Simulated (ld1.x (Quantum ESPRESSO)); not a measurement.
## Ranking TM semilocal potentials for He

All share these settings but for the change named:

* Element: He
* Generator: ld1.x (Quantum ESPRESSO) 7.5
* Type: norm-conserving Troullier–Martins (semilocal form)
* Functional: LDA (PZ)
* Relativity: non-relativistic
* Frozen core: none
* Valence charge: 2
* Reference configuration: 1s1 (charge +1)
* Partial waves: 1s (bound): rc 0.80 bohr; 2p channel at 0.4 Ry: rc 0.65 bohr
* Local potential: the p channel
* Core correction: none

Cutoff: the first of the cutoffs (Ry, on a coarse ladder) from which the occupation-weighted sum of valence levels, in a spherical-Bessel basis at the reference potential, stays within 10 and 1 mRy of its value at 400 Ry; the density cutoff is not measured.

The base gives 80 Ry.

Of 5 variants that were run, those that failed, showed a ghost or another fault, or gave nearly equal values are left out.

Task: Rank these variants from softest to hardest (loose cutoff).
A. wave 1s (bound): rc 0.80 bohr becomes 1s (bound): rc 0.66 bohr
B. wave 1s (bound): rc 0.80 bohr becomes 1s (bound): rc 0.52 bohr
C. wave 1s (bound): rc 0.80 bohr becomes 1s (bound): rc 1.02 bohr
D. wave 1s (bound): rc 0.80 bohr becomes 1s (bound): rc 0.90 bohr

Result: C (55 Ry), D (70 Ry), A (110 Ry), B (140 Ry).
